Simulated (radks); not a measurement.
W XXIX, configuration [Kr] 4d10.

Calculated with a radial shooting solver on a logarithmic mesh with Libxc functionals: scalar-relativistic Kohn-Sham, PBEsol, spin-unpolarised, spherical densities, finite nucleus; Fermi nuclear charge, rms radius 5.3658 fm.

Energy parts (eV):
part                       energy
total                  -429112.05
kinetic                 473681.62
electron-nucleus      -1014290.38
Hartree                 119095.34
exchange-correlation     -7598.63

Orbitals (lengths in bohr, moments of r in powers of bohr):
orbital,occ.,eigenvalue (eV),<1/r>
1s,2,-70407.77,87.02
2s,2,-12958.49,20.34
2p,6,-11457.28,18.44
3s,2,-3738.556,7.559
3p,6,-3293.431,6.985
3d,10,-2782.566,6.593
4s,2,-1463.014,3.434
4p,6,-1305.908,3.183
4d,10,-1111.599,2.947

The highest occupied level is 4d at -1111.6 eV. Summed over all electrons, <r^2> = 4.839 bohr^2, which gives a Langevin (diamagnetic) susceptibility term of -3.83 x 10^-6 cm^3/mol.
